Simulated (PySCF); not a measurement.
Two-component Hartree-Fock for Co²⁺ (cobalt, charge +2)

Start: [Ar] 3d7; 3d3/2 filled at m_j = -3/2, -1/2, +1/2, +3/2; 3d5/2 filled at m_j = +1/2, +3/2, +5/2. Calculated with PySCF 2.14 in x2c-TZVPPall-2c: generalised Hartree-Fock with the X2C-1e Hamiltonian and a Gaussian nucleus; one run each with spin-orbit coupling (SO) switched off, then screened by Boettger's factors.

| spinor shell | electrons | ε, spin-free (eV) | ε, screened SO (eV) | weight of nominal j (screened SO) | rms radius, screened SO (bohr) |
| --- | --- | --- | --- | --- | --- |
| 1s1/2 | 2 | -7795.6 | -7795.5 | 1.000 | 0.0649 |
| 2s1/2 | 2 | -983.77 | -983.72 | 1.000 | 0.276 |
| 2p1/2 | 2 | -841.46 | -852.07 | 0.995 | 0.247 |
| 3s1/2 | 2 | -144.44 | -144.42 | 1.000 | 0.832 |
| 3p3/2 | 4 | -101.25 | -100.07 | 0.818 | 0.891 |
| 3p1/2 | 2 | -101.25 | -103.60 | 0.636 | 0.886 |
| 3d5/2 | 3 | -36.966 | -38.148 | 0.785 | 1.11 |
| 3d3/2 | 4 | -36.966 | -36.081 | 0.703 | 1.14 |

(1) Where does 2p3/2 lie, and what is the 2p spin-orbit splitting (screened SO)?

```csv
quantity,spin-free,screened SO
E (hartree),-1391.02465,-1391.05397
M_J,9/2,9/2
⟨J²⟩,24.757,24.758
⟨L²⟩,12.004,12.021
⟨S²⟩,3.754,3.748
```

Each row is a mean over spinors that exchange with the open shell spreads, by up to 14.096 eV (3p3/2).

Rows whose weight is well below 1 are mixtures of j = l ± 1/2: exchange outweighs spin-orbit coupling there, and the label is only the starting occupation.

Without spin-orbit coupling the j labels of p, d and f shells carry no meaning; the spin-free column gives the mean over the occupied spinors of each nl shell.

## Answers

(1) At -836.22 eV, 15.842 eV above 2p1/2.
